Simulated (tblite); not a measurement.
C8H11OP.
Bonds: C1–C2 (double), C2–C3, C3–P4 (aromatic), P4–C5 (aromatic), C5–O6 (aromatic), O6–C7 (aromatic), C7–C8, C8–C9, C8–C10, C3–C7 (aromatic). Hydrogens: H11, H12 on C1; H13 on C2; H14 on C5; H15 on C8; H16, H17, H18 on C9; H19, H20, H21 on C10.

Computed with GFN2-xTB (tblite), gas phase: L-BFGS steps from a force-field or distance-geometry start until the largest atomic force falls under 0.01 eV/Å.

Step 2: E = -796.8071 eV
```
atom  x, y, z in Å  |  force x, y, z in eV/Å
C1      3.5043   -0.1150    0.5996   -0.875   0.009   0.001
C2      2.1641   -0.1379    0.6238    0.585   0.354  -0.355
C3      1.2615    0.6696   -0.2034    0.078  -0.601   0.456
P4      1.7153    2.1269   -1.1390    0.533  -0.208   0.273
C5      0.0907    2.2449   -1.5820   -0.775   0.146  -0.333
O6     -0.7298    1.2992   -1.1053   -0.129   0.027  -0.058
C7     -0.0889    0.4126   -0.3342   -0.117  -0.214   0.172
C8     -0.9684   -0.6936    0.2454    0.101   0.181   0.004
C9     -1.9122   -0.1280    1.3251    0.108  -0.096  -0.170
C10    -1.7715   -1.4034   -0.8568    0.040   0.085   0.076
H11     4.0682    0.5168   -0.0621   -0.040   0.080  -0.071
H12     4.0593   -0.7562    1.2624    0.076   0.043  -0.031
H13     1.6968   -0.8083    1.3262   -0.233  -0.070   0.022
H14    -0.3995    2.9785   -2.2178    0.200  -0.201   0.199
H15    -0.3380   -1.4504    0.7234    0.152   0.147  -0.066
H16    -1.3459    0.3420    2.1234    0.072   0.051   0.010
H17    -2.5091   -0.9285    1.7597    0.059  -0.012  -0.068
H18    -2.5898    0.6044    0.8997   -0.008   0.084  -0.079
H19    -1.1031   -1.8040   -1.6138    0.050  -0.014  -0.022
H20    -2.4668   -0.7231   -1.3401    0.018   0.099   0.020
H21    -2.3460   -2.2296   -0.4346    0.104   0.110   0.020
```

Step 3: E = -796.8288 eV
```
atom  x, y, z in Å  |  force x, y, z in eV/Å
C1      3.4956   -0.1149    0.5996    0.070   0.063  -0.056
C2      2.1690   -0.1335    0.6193   -0.188  -0.056   0.050
C3      1.2632    0.6625   -0.1978   -0.171  -0.255   0.132
P4      1.7185    2.1229   -1.1354    0.109  -0.212   0.178
C5      0.0823    2.2470   -1.5861   -0.062  -0.168   0.057
O6     -0.7298    1.2999   -1.1059   -0.166  -0.084   0.015
C7     -0.0907    0.4102   -0.3322    0.035  -0.048   0.088
C8     -0.9671   -0.6911    0.2454    0.048   0.043   0.009
C9     -1.9110   -0.1290    1.3232    0.071  -0.001  -0.090
C10    -1.7710   -1.4023   -0.8559    0.066   0.090   0.025
H11     4.0674    0.5176   -0.0627   -0.116   0.011   0.001
H12     4.0600   -0.7553    1.2616   -0.017   0.102  -0.090
H13     1.6939   -0.8090    1.3262   -0.106   0.075  -0.130
H14    -0.3967    2.9755   -2.2149    0.011   0.043  -0.020
H15    -0.3359   -1.4487    0.7226    0.141   0.154  -0.068
H16    -1.3451    0.3426    2.1233    0.044   0.027  -0.027
H17    -2.5083   -0.9286    1.7588    0.061  -0.016  -0.073
H18    -2.5898    0.6053    0.8987    0.022   0.046  -0.063
H19    -1.1025   -1.8042   -1.6140    0.030   0.005   0.002
H20    -2.4665   -0.7218   -1.3398    0.029   0.088   0.027
H21    -2.3446   -2.2282   -0.4343    0.088   0.093   0.035
```

Step 4: E = -796.8364 eV
```
atom  x, y, z in Å  |  force x, y, z in eV/Å
C1      3.4945   -0.1138    0.5987    0.014   0.041  -0.032
C2      2.1673   -0.1335    0.6193   -0.096  -0.111   0.090
C3      1.2606    0.6568   -0.1946   -0.099  -0.081   0.022
P4      1.7200    2.1180   -1.1315   -0.059  -0.188   0.119
C5      0.0797    2.2448   -1.5861    0.133  -0.171   0.109
O6     -0.7319    1.2988   -1.1057   -0.113  -0.121   0.056
C7     -0.0904    0.4091   -0.3305   -0.113  -0.026   0.030
C8     -0.9659   -0.6899    0.2454    0.035   0.001  -0.001
C9     -1.9096   -0.1291    1.3213    0.034   0.042  -0.031
C10    -1.7697   -1.4005   -0.8554    0.064   0.073  -0.007
H11     4.0653    0.5179   -0.0628   -0.096   0.042  -0.032
H12     4.0599   -0.7534    1.2599   -0.015   0.091  -0.077
H13     1.6915   -0.8078    1.3240   -0.106   0.025  -0.076
H14    -0.3958    2.9754   -2.2145    0.003   0.043  -0.025
H15    -0.3330   -1.4458    0.7213    0.139   0.126  -0.051
H16    -1.3442    0.3431    2.1228    0.029   0.015  -0.047
H17    -2.5070   -0.9289    1.7573    0.064  -0.008  -0.077
H18    -2.5894    0.6063    0.8974    0.044   0.021  -0.053
H19    -1.1019   -1.8041   -1.6140    0.021   0.019   0.012
H20    -2.4660   -0.7201   -1.3392    0.041   0.079   0.032
H21    -2.3428   -2.2263   -0.4337    0.077   0.085   0.040
```

Step 5: E = -796.8495 eV
```
atom  x, y, z in Å  |  force x, y, z in eV/Å
C1      3.4894   -0.1109    0.5963    0.078   0.010  -0.003
C2      2.1640   -0.1356    0.6204   -0.086  -0.174   0.117
C3      1.2544    0.6437   -0.1874   -0.101   0.168  -0.155
P4      1.7178    2.1014   -1.1201   -0.088  -0.030  -0.013
C5      0.0780    2.2370   -1.5841    0.186  -0.105   0.095
O6     -0.7369    1.2937   -1.1036   -0.048  -0.088   0.057
C7     -0.0948    0.4062   -0.3265   -0.144   0.030  -0.046
C8     -0.9625   -0.6869    0.2453   -0.049  -0.103   0.011
C9     -1.9063   -0.1279    1.3172   -0.031   0.072   0.063
C10    -1.7656   -1.3950   -0.8548    0.028   0.009  -0.045
H11     4.0585    0.5202   -0.0643   -0.084   0.089  -0.081
H12     4.0594   -0.7470    1.2544    0.002   0.052  -0.030
H13     1.6832   -0.8056    1.3181   -0.099  -0.112   0.073
H14    -0.3929    2.9747   -2.2128    0.046  -0.040   0.036
H15    -0.3229   -1.4368    0.7176    0.124   0.049  -0.006
H16    -1.3417    0.3445    2.1201    0.012   0.009  -0.056
H17    -2.5026   -0.9296    1.7521    0.056   0.009  -0.070
H18    -2.5870    0.6086    0.8934    0.070  -0.014  -0.039
H19    -1.1001   -1.8034   -1.6135    0.019   0.046   0.012
H20    -2.4636   -0.7143   -1.3371    0.065   0.062   0.036
H21    -2.3369   -2.2200   -0.4313    0.045   0.061   0.044
```

Task: Estimate the geometry and energy of step 6. (The exact step hangs on the optimiser's Hessian estimate; all steps are aligned on step 5, rigid shifts and turns removed.)

Result: E = -796.8551 eV, largest force 0.231 eV/Å
```
atom  x, y, z in Å  |  force x, y, z in eV/Å
C1      3.4877   -0.1092    0.5950   -0.048   0.003  -0.001
C2      2.1611   -0.1389    0.6223   -0.025  -0.110   0.042
C3      1.2494    0.6391   -0.1857   -0.011   0.144  -0.110
P4      1.7167    2.0927   -1.1144   -0.070   0.059  -0.079
C5      0.0784    2.2318   -1.5824    0.133  -0.066   0.068
O6     -0.7403    1.2901   -1.1019   -0.015  -0.005   0.010
C7     -0.0988    0.4050   -0.3250   -0.129   0.020  -0.053
C8     -0.9617   -0.6869    0.2456   -0.053  -0.088   0.022
C9     -1.9051   -0.1264    1.3160   -0.028   0.038   0.056
C10    -1.7631   -1.3922   -0.8550    0.002  -0.022  -0.033
H11     4.0537    0.5228   -0.0664   -0.086   0.101  -0.092
H12     4.0594   -0.7429    1.2512    0.033   0.018   0.006
H13     1.6772   -0.8066    1.3167   -0.084  -0.168   0.134
H14    -0.3902    2.9732   -2.2110    0.065  -0.079   0.063
H15    -0.3158   -1.4314    0.7156    0.100   0.002   0.017
H16    -1.3401    0.3454    2.1180    0.016   0.019  -0.035
H17    -2.4994   -0.9298    1.7484    0.028   0.007  -0.044
H18    -2.5848    0.6096    0.8907    0.062  -0.011  -0.038
H19    -1.0989   -1.8023   -1.6132    0.027   0.050  -0.003
H20    -2.4613   -0.7103   -1.3355    0.069   0.056   0.030
H21    -2.3332   -2.2158   -0.4293    0.015   0.032   0.037
```

The energy changes by -0.0056 eV. The first-order estimate −F·Δx gives -0.0076 eV and the mean of the old and new forces, exact on a quadratic surface, -0.0056 eV. The step makes an angle of 59° with the force vector and moves no atom by more than 0.010 Å.

What follows is the cost of the whole relaxation. Hardware: Arm Neoverse V1, one thread (shared host). Cost: 0.71 s of wall time.
